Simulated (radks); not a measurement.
The numbers below are computed, except where a source is named.
Task: The mean radii <r> (bohr) of the occupied orbitals of an atom or ion are listed with their occupations. Level of theory: scalar-relativistic Kohn-Sham, revPBE, spin-polarised, spherical densities, finite nucleus; Fermi nuclear charge, rms radius of each element as measured or else 0.836 A^(1/3) + 0.57 fm (a radial shooting solver on a logarithmic mesh with Libxc functionals).

orbital  occ.      <r>
1s up       1  0.02457
1s down     1  0.02457
2s up       1   0.1052
2s down     1   0.1052
2p up       3  0.09237
2p down     3  0.09237
3s up       1   0.2786
3s down     1   0.2786
3p up       3   0.2767
3p down     3   0.2767
3d up       5   0.2536
3d down     5   0.2536
4s up       1   0.6350
4s down     1   0.6349
4p up       3   0.6713
4p down     3   0.6708
4d up       5   0.7356
4d down     5   0.7343
5s up       1    1.440
5p up       3    1.609
5p down     3    1.611
6s up       1    3.009

Name the element and its charge. Open shells, if any, are filled with parallel spins first.

Result: Z = 58, cerium, charge +4: Ce4+ in [Kr] 4d10 5s1 5p6 6s1. The 1s radius gives Z: for a bare nucleus <r> = (2 gamma + 1)/(2Z) with gamma = sqrt(1 - (Z/c)^2), 0.02424 bohr for Z = 58, and screening makes it slightly larger (0.02457 here). The occupations add up to 54, and the charge is Z minus that.
